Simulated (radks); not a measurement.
The numbers below are computed, except where a source is named.
Question: All-electron atom: Hf XLII in [Ar] 3d10 4s2 4p1. Level of theory: scalar-relativistic Kohn-Sham, PBE, spin-unpolarised, spherical densities, point nucleus (a radial shooting solver on a logarithmic mesh with Libxc functionals). Some entries of the table are withheld. Estimate them.

orbital,occ.,eigenvalue (eV),<1/r> (bohr^-1),<r> (bohr)
1s,2,-67226.00,83.85,(1)
2s,2,-13074.54,19.61,0.08024
2p,6,-11716.92,17.88,0.07158
3s,2,-4365.444,(2),0.2053
3p,6,-3958.202,6.853,0.2043
3d,10,-3491.934,6.487,0.1840
4s,2,-2091.903,3.599,0.4106
4p,1,-1937.632,3.387,(3)
4d,0,-1755.785,3.195,0.4158
5s,0,-1229.014,(4),(5)

Answer: 
(1) 1s <r> (bohr): 0.01898
(2) 3s <1/r> (bohr^-1): 7.374
(3) 4p <r> (bohr): 0.4203
(4) 5s <1/r> (bohr^-1): 2.137
(5) 5s <r> (bohr): 0.6891
